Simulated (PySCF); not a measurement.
chlorosilylboronic acid (BClH4O2Si), SMILES OB(O)[SiH2]Cl. The structure is a stationary point at PBE-D3(BJ)/def2-SVP. One conformer was computed; it need not be the lowest.

Computed equilibrium geometry at PBE-D3(BJ)/def2-SVP (PySCF confirms it by a frequency run) as a Z-matrix, and its point group (one conformer of several):
point group Cs.
```
B
O 1 1.3619
H 2 0.9793 1 110.88
O 1 1.3686 2 117.00 3 180.00
H 4 0.9709 1 113.58 2 180.00
Si 1 2.0505 2 116.91 3 0.00
H 6 1.5061 1 115.49 2 -117.07
H 6 1.5061 7 106.98 1 130.11
Cl 6 2.1163 7 107.63 8 115.42
```
Charge 0, spin multiplicity 1.
